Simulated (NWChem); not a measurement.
System: 1,1,1-trifluoroethane (C2H3F3); SMILES CC(F)(F)F

Program: NWChem. Pople sets run with spherical d functions. Structure relaxed at the B3LYP/6-31G* (spherical d) level.

Order these by “highest occupied level (eV)”, lowest first: PBE/6-311G**; PBE/3-21G; PBE/STO-3G.

PBE/6-311G** (-8.93), PBE/3-21G (-8.26), PBE/STO-3G (-3.47)
